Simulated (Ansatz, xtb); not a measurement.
Ranking isomers of C4H4BrNS

4 gas-phase structures of C4H4BrNS, from a drawn sample of its isomers (lower ones may exist). Each was relaxed with GFN2-xTB:

A. `Cc1nscc1Br`, a singlet
B. `Cc1nc(Br)cs1`, a singlet
C. `Nc1cc(Br)cs1`, a singlet
D. `Nc1ccsc1Br`, a singlet

**Question.** Which do you expect lowest at r2SCAN-D4/def2-SVP, and how would the others follow?

**Answer.** Calculated order at r2SCAN-D4/def2-SVP: B (0.000), A (0.244), D (0.248), C (0.259) eV. Less than 1 kcal/mol parts A and D; D and C, so the order within those pairs means little.

Energies above the lowest of each column, in eV; the last columns are at B3LYP-D3(BJ)/def2-SVP geometries:

```csv
structure,GFN2-xTB,HF/STO-3G,r2SCAN-D4/def2-SVP,B3LYP-D3(BJ)/def2-SVP,CCSD(T)/def2-SVP + ΔMP2/def2-TZVPP
B,0.000,0.000,0.000,0.000,0.000
A,0.110,0.239,0.244,0.215,0.061
D,0.623,0.726,0.248,0.238,0.220
C,0.516,0.684,0.259,0.259,0.267
```

Every level run on B puts it lowest or level with the lowest. Flexible structures stand in one conformer each, not always the lowest. The ΔMP2 step shifts differences by up to 0.158 eV, which makes them less sure. ΔMP2 is the change of the MP2 energy from the smaller to the larger basis.

Over these structures GFN2-xTB departs from r2SCAN-D4/def2-SVP by 0.191 eV on average once a common shift is removed. A GFN2-xTB relaxation took about 0.075 s and the r2SCAN-D4/def2-SVP energy about 2.2 s on a shared host (Ansatz 0.2.0, xtb 6.7.1).
